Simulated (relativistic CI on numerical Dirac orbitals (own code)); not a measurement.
# Charge states of terbium

These numbers are calculated, not measured: Dirac-Coulomb-Breit CI, KLI orbitals optimised for each configuration, model QED (radiative potential, 1s self-energy scaled to tabulated hydrogen-like ionisation energies), valence Slater integrals scaled by 0.9 (own radial code, finite nucleus).

Each species is treated in one configuration, given outside its closed core. Radial values are for the open shell of highest l, unscaled and averaged over j; ζ includes the Breit term. Labels give the leading LS character, summed over repeated terms.

```tsv
Ion	Configuration	Its lowest level	LS weight (%)	ζ (cm⁻¹)	⟨r⟩ (bohr)	⟨r²⟩ (bohr²)	g_J	g√(J(J+1))
Tb⁵⁴⁺	3s	²S1/2	100		0.2144	0.05248	1.988	1.72
Tb⁵⁵⁺	2s²2p⁶	¹S0	100					0.00
Tb⁵⁶⁺	2s²2p⁵	²P°3/2	100	4.13e+06	0.07824	0.007455	1.307	2.53
Tb⁵⁷⁺	2s²2p⁴	³P2	69	4.196e+06	0.0777	0.007347	1.316	3.22
Tb⁵⁸⁺	2s²2p³	J = 3/2 (mixed)	48	4.263e+06	0.07717	0.007243	1.327	2.57
Tb⁵⁹⁺	2s²2p²	³P0	69	4.331e+06	0.07665	0.007141		0.00
Tb⁶⁰⁺	2s²2p	²P°1/2	100	4.399e+06	0.07615	0.007044	0.628	0.54
Tb⁶¹⁺	2s²	¹S0	100					0.00
Tb⁶²⁺	2s	²S1/2	100		0.0862	0.00879	1.964	1.70
Tb⁶³⁺	1s²	¹S0	100					0.00
```
